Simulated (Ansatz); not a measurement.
`CO[SiH](F)OC` + `[SiH3]C1=C[SiH2]1` → `C[SiH2]C1=C[SiH2]1` + `CO[SiH](O)F`  (formal exchange of groups at a C–O bond)

Program: Ansatz. Geometries: PBE0-D4/def2-TZVP. ΔE: electronic, gas phase. CCSD(T)/CBS is the MP2 limit (def2-TZVPP, def2-QZVPP) plus CCSD(T) − MP2 in def2-TZVPP, frozen cores. Each species was taken in one conformer, which may not be the lowest.

`CO[SiH](F)OC`:

```xyz
13

C    -0.252   -2.128    0.771
O    -0.437   -0.753    0.513
Si    0.707    0.395    0.603
F     1.988   -0.133   -0.191
O     0.134    1.754   -0.047
C    -0.526    1.881   -1.290
H    -0.026   -2.305    1.828
H     0.557   -2.542    0.162
H    -1.179   -2.648    0.525
H     1.141    0.695    1.976
H     0.175    1.747   -2.119
H    -0.947    2.886   -1.346
H    -1.334    1.151   -1.384
```

`[SiH3]C1=C[SiH2]1`:

Cartesian coordinates in Å:
```
Si -1.351 1.092 0.319
C 0.107 0.025 -0.059
C 1.298 0.110 -0.657
Si 1.029 -1.553 -0.025
H -1.157 2.476 -0.193
H -2.562 0.502 -0.309
H -1.553 1.138 1.791
H 1.841 0.903 -1.158
H 0.659 -2.670 -0.924
H 1.688 -2.024 1.215
```

`C[SiH2]C1=C[SiH2]1`:

Cartesian coordinates in Å:
```
C -0.608 -0.633 -2.087
Si -0.615 0.720 -0.797
C 0.234 0.196 0.759
C 0.866 -0.875 1.252
Si 0.836 0.452 2.466
H -1.119 -1.525 -1.717
H 0.415 -0.911 -2.351
H -1.116 -0.305 -2.997
H -2.011 1.103 -0.449
H 0.076 1.935 -1.308
H 1.103 -1.861 0.870
H 2.036 1.278 2.738
H -0.096 0.425 3.618
```

`CO[SiH](O)F`:

```xyz
10

C     0.101    1.389    0.832
O     0.576    0.158    0.328
Si   -0.323   -0.959   -0.432
O     0.659   -2.084   -1.057
F    -1.162   -0.222   -1.571
H    -0.614    1.233    1.647
H    -0.380    1.980    0.048
H     0.953    1.947    1.221
H    -1.295   -1.638    0.439
H     1.485   -1.803   -1.454
```

```
             species  CCSD(T)/def2-TZVPP energy (Eh)
      `CO[SiH](F)OC`                      -619.48794
 `[SiH3]C1=C[SiH2]1`                      -657.70501
`C[SiH2]C1=C[SiH2]1`                      -696.96136
       `CO[SiH](O)F`                      -580.26884
```

(1) Work out ΔE.

Largest T1 diagnostic among the species: 0.013.

## Answers

(1) ΔE = (-696.96136) + (-580.26884) − (-619.48794) − (-657.70501) = -0.03725 Eh = -97.8 kJ/mol. CCSD(T)/CBS gives -101.4 kJ/mol.

In def2-TZVPP, CCSD(T) changes the Hartree–Fock value by −14.6 kJ/mol (the triples alone add −1.3 kJ/mol) and MP2 by −22.4 kJ/mol.
